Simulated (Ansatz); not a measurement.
Z-matrix (Å, degrees):
```
C
Te 1 2.228
B 1 1.518 2 64.8
H 1 1.086 2 112.7 3 115.1
H 1 1.086 2 112.7 3 -115.1
H 3 1.183 1 145.6 2 180.0
```

Total charge 0; spin multiplicity 1. Te: def2 effective core potential.

**Question.** List the ωB97M-V/def2-TZVPP orbital energies in eV (Ansatz 0.2.0). (Best estimate.)

**Answer.** The calculation gave: Occupied: -282.16, -188.98, -174.60, -123.49, -123.31, -123.25, -46.47, -46.42, -46.34, -46.19, -46.19, -23.55, -19.15, -15.89, -14.86, -13.90, -10.40, -9.45, -8.58. Lowest empty: 0.24, 0.79, 2.35, 2.59, 3.36, 3.57, 4.29, 4.96.
